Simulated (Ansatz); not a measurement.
FGeH₅OSi₂, SMILES `[OH][Ge@H]1[SiH2][Si@H]1F`. Charge 0, multiplicity 1. The structure was optimised at the PBE0-D4/def2-TZVP level. It is one conformer, not always the lowest.

```xyz
10

O    -0.237    2.085    1.357
Ge    0.269    0.398    1.098
Si   -1.139   -0.780   -0.506
Si    1.116   -0.627   -0.878
F     1.901   -0.137   -2.184
H    -0.632    2.471    0.572
H     0.792   -0.053    2.469
H    -2.058   -1.952   -0.531
H    -1.809    0.426   -1.074
H     1.798   -1.830   -0.323
```

**Question.** What is the dipole moment at PBE/def2-TZVPP? (Estimate.)

**Answer.** The calculation gave: 1.00 D, with components (-0.82, -0.56, -0.09) D in this frame, pointing from negative to positive charge.

**Question.** And with r2SCAN, B3LYP, ωB97M-V? (Best estimate.)

**Answer.** The calculation gave: r2SCAN 1.09 D, B3LYP 1.20 D, ωB97M-V 1.21 D.

**Question.** Give the Mulliken charges with PBE, ωB97M-V, B3LYP in def2-TZVPP. (Best estimate.)

**Answer.** Ansatz gave: 
| atom | PBE | ωB97M-V | B3LYP |
| --- | --- | --- | --- |
| O1 | -0.37 | -0.40 | -0.41 |
| Ge2 | 0.28 | 0.23 | 0.29 |
| Si3 | -0.05 | -0.04 | 0.00 |
| Si4 | 0.35 | 0.36 | 0.42 |
| F5 | -0.26 | -0.30 | -0.31 |
| H6 | 0.18 | 0.17 | 0.18 |
| H7 | 0.01 | 0.04 | 0.01 |
| H8 | -0.04 | -0.01 | -0.05 |
| H9 | -0.04 | -0.01 | -0.05 |
| H10 | -0.06 | -0.03 | -0.08 |

B3LYP here is the variant with VWN-RPA as its local correlation; programs differ in this.
